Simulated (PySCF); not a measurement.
Compound: C₈H₇F₃O.
Atom-mapped SMILES: `[O:1]=[C:2]1[CH:3]=[CH:4][C@H:5]([C:6]([F:7])=[C:8]([F:9])[F:10])[CH2:11][CH2:12]1` (hydrogens: H13 on C3; H14 on C4; H15 on C5; H16, H17 on C11; H18, H19 on C12)

Cartesian coordinates in Å at the PBE0-D3(BJ)/def2-SVP level; atoms count from 1:
```xyz
19
C8H7F3O angstrom
O     -3.316    0.985    1.077
C     -2.247    0.599    0.659
C     -1.676   -0.703    1.068
C     -0.487   -1.138    0.627
C      0.406   -0.335   -0.283
C      1.844   -0.569    0.034
F      2.231   -0.219    1.265
C      2.755   -1.067   -0.801
F      2.470   -1.444   -2.027
F      4.017   -1.247   -0.511
C      0.058    1.157   -0.216
C     -1.440    1.384   -0.354
H     -2.297   -1.309    1.733
H     -0.129   -2.131    0.922
H      0.250   -0.701   -1.315
H      0.406    1.547    0.755
H      0.609    1.702   -0.997
H     -1.780    1.051   -1.353
H     -1.715    2.444   -0.264
```

Method used: PBE0-D3(BJ)/def2-SVP geometry optimisation, gas phase (PySCF).

Masses are those of the commonest isotopes; rigid-rotor values at the optimised geometry. The values belong to one conformer with, in the numbering `[O:1]=[C:2]1[CH:3]=[CH:4][C@H:5]([C:6]([F:7])=[C:8]([F:9])[F:10])[CH2:11][CH2:12]1`, C4–C5–C6–F7 -61°, O1–C2–C3–C4 -179°, C3–C4–C5–C6 145°, C4–C5–C11–C12 -48°, C5–C11–C12–C2 55°.

Problem. Give the principal moments of inertia and the rotational constants in MHz.

Solution. Ia = 211.73, Ib = 1134.97, Ic = 1169.87 u·Å²; 505379 MHz·u·Å²/I gives A = 2387, B = 445.3, C = 432.0 MHz.

Problem. What kind of rotor is it?

Solution. A near-prolate asymmetric top; Ray's κ = -0.986.

Problem. Is it planar, by Δ = Ic − Ia − Ib?

Solution. Not planar: Δ = Ic − Ia − Ib = -176.83 u·Å². For a rigid frame Δ = −2 Σ m c², so Σ m c² = 88.41 u·Å² lies off the ab plane: 16.40 from hydrogen and 72.02 from heavier atoms. The atom farthest from that plane is 1.89 Å away.

Problem. Give the other two planar moments, Paa and Pbb, and the rms extents of the mass along the axes.

Solution. Paa = Σ m a² = (Ib + Ic − Ia)/2 = 1046.55 and Pbb = Σ m b² = (Ia + Ic − Ib)/2 = 123.32 u·Å². With the mass M = 176.04 u, the rms extents √(P/M) along a, b and c are 2.44, 0.84, 0.71 Å.

Problem. Where do the levels up to J = 5 lie, in MHz?

Solution. Above 0(0,0):
J = 1: 1(0,1) 877, 1(1,1) 2819, 1(1,0) 2832
J = 2: 2(0,2) 2632, 2(1,2) 4560, 2(1,1) 4600, 2(2,1) 10425, 2(2,0) 10425
J = 3: 3(0,3) 5263, 3(1,3) 7172, 3(1,2) 7252, 3(2,2) 13057, 3(2,1) 13057, 3(3,1) 22798, 3(3,0) 22798
J = 4: 4(0,4) 8772, 4(1,4) 10654, 4(1,3) 10787, 4(2,3) 16566, 4(2,2) 16567, 4(3,2) 26307, 4(3,1) 26307, 4(4,1) 39945, 4(4,0) 39945
J = 5: 5(0,5) 13157, 5(1,5) 15007, 5(1,4) 15207, 5(2,4) 20952, 5(2,3) 20954, 5(3,3) 30694, 5(3,2) 30694, 5(4,2) 44331, 5(4,1) 44331, 5(5,1) 61865, 5(5,0) 61865

Problem. Predict some low-J microwave lines.

Solution. The dipole components are |μa| = 2.05 D, |μb| = 1.23 D, |μc| = 0.45 D. Intensities carry the squares of the components, which stand as 1.00 : 0.36 : 0.05 (a : b : c). Some lines, for components of 0.1 D or more:

```
type  branch         J(Ka,Kc)   MHz  lower level (cm⁻¹)
   a       R  1(0,1) ← 0(0,0)   877               0.000
   a       R  2(1,2) ← 1(1,1)  1741               0.094
   a       R  2(0,2) ← 1(0,1)  1754               0.029
   a       R  2(1,1) ← 1(1,0)  1768               0.094
   c       Q  2(1,2) ← 2(0,2)  1928               0.088
   c       Q  1(1,1) ← 1(0,1)  1942               0.029
   b       Q  1(1,0) ← 1(0,1)  1955               0.029
   b       Q  2(1,1) ← 2(0,2)  1968               0.088
   b       R  1(1,1) ← 0(0,0)  2819               0.000
   c       R  1(1,0) ← 0(0,0)  2832               0.000
   b       R  2(1,2) ← 1(0,1)  3683               0.029
   c       R  2(1,1) ← 1(0,1)  3723               0.029
   c       Q  2(2,1) ← 2(1,1)  5825               0.153
   b       Q  2(2,1) ← 2(1,2)  5865               0.152
   b       R  2(2,1) ← 1(1,0)  7593               0.094
   c       R  2(2,0) ← 1(1,0)  7593               0.094
   c       R  2(2,1) ← 1(1,1)  7606               0.094
   b       R  2(2,0) ← 1(1,1)  7606               0.094
```

Problem. Estimate the classical rotational partition function at 25 K, 298.15 K and 500 K.

Solution. Point group C1, symmetry number σ = 1; q = (√π/σ)·√((kT/h)³/(ABC)), k/h = 20836.6 MHz/K: 31100 at 25 K, 1280000 at 298.15 K, 2780000 at 500 K.

Not checked by PBE0-D3(BJ)/def2-SVP frequencies. Zero-point vibration and centrifugal distortion are left out.

Time: 3.0 min wall, 7.4 min CPU; peak memory 1.0 GiB. Hardware: 2 threads, Intel Xeon Platinum 8488C (x86_64), no GPU, shared host with 192 logical CPUs at a one-minute load of 69. That covers the optimisation of the geometry.
